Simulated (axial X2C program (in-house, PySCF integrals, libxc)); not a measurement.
# MoSi⁺: from the spin-free to the two-component result

All values were computed with an in-house all-electron X2C program for linear molecules (integrals from PySCF). Spin-free means the one-electron spin-free X2C Hamiltonian; two-component (2c) means X2C with spin–orbit coupling and atomic mean-field two-electron Coulomb and Gaunt terms, so the difference of the two also holds small scalar two-electron terms. Basis: Mo dyall-cv3z [11s12p9d5f3g], Si dyall-v3z [8s7p2d1f] (cores contracted in-house); Gaussian nuclei, density fitting, unrestricted open shells. Masses: Mo 97.905 u, Si 27.977 u.

Spin-free state: M_S = 5/2, Λ = 0 (beyond evenly filled blocks: σα, π+α, π-α, δ+α, δ-α); fragments Mo+ + Si.

| level | Re (Å) | ωe (cm⁻¹) | De (eV) | μ (D) |
| --- | --- | --- | --- | --- |
| HF | 2.739 | 208.1 | 0.234 | 0.94 |
| MP2 | 2.479 | 291.7 | 1.477 | n/a |
| CCSD | 2.518 | 299.0 | 1.620 | n/a |
| CCSD(T) | 2.499 | 313.9 | 1.777 | n/a |

Correlated methods: 9 electrons correlated (number of frozen shells: Mo 4 s, 3 p, 1 d; Si 2 s, 1 p), 265 virtual spin orbitals or spinors in MP2, 90 natural virtuals in coupled cluster.

Dipoles are positive if Si is the positive end and refer to the centre of mass.

Two-component determinant lowest at the distance of the search:

Ω = 5/2 (⟨Sz⟩ = 2.50, ⟨Lz⟩ = 0.00 at HF); fragments Mo+ + Si.

```tsv
level	Re (Å)	ωe (cm⁻¹)	De (eV)	μ (D)
HF	2.740	207.3	0.228	0.95
MP2	2.479	290.8	1.483	n/a
CCSD	2.518	298.1	1.618	n/a
CCSD(T)	2.499	313.1	1.775	n/a
```

Problem. From the two tables, how do the constants change at the CCSD(T) level (2c against spin-free)?

Solution. At the CCSD(T) level Re is unchanged within 0.001 Å and ωe falls by 0.8 cm⁻¹; De is not compared, since the atomic limits differ or miss part of their spin–orbit lowering.

One determinant describes the state; a PBE0 search over occupations chose it and may have missed a lower one. Dissociation energies refer to the lowest single-determinant-based atoms at the same level and basis. CCSD and (T) use frozen natural virtuals with an MP2 correction for the truncation; (T) itself is uncorrected, so its De runs slightly low. In 2c an atomic determinant is not the ground J level, so De misses part of the atomic spin–orbit lowering. This holds for MP2, CCSD, CCSD(T). Other states lie close and PBE0, whose exact exchange favours high spin, may order them wrongly; the determinant shown need not be the ground state. The nearest other spin-free determinant of the search, M_S = 3/2, Λ = 1, lies 0.30 eV up at the distance of the search. With several unpaired electrons one determinant need not be a pure state. This is the top spin component of a Σ state; components of lower Ω are not single determinants and can lie lower. The determinant is spin-polarised beyond a pure state at some levels (its spin-free form has ⟨S²⟩ too high), which makes Re and μ there less reliable. The T1 diagnostic is large, a sign of multireference character. With the outer-core shells frozen, correlated bond lengths of heavy atoms tend to come out a few hundredths of an ångström too long.
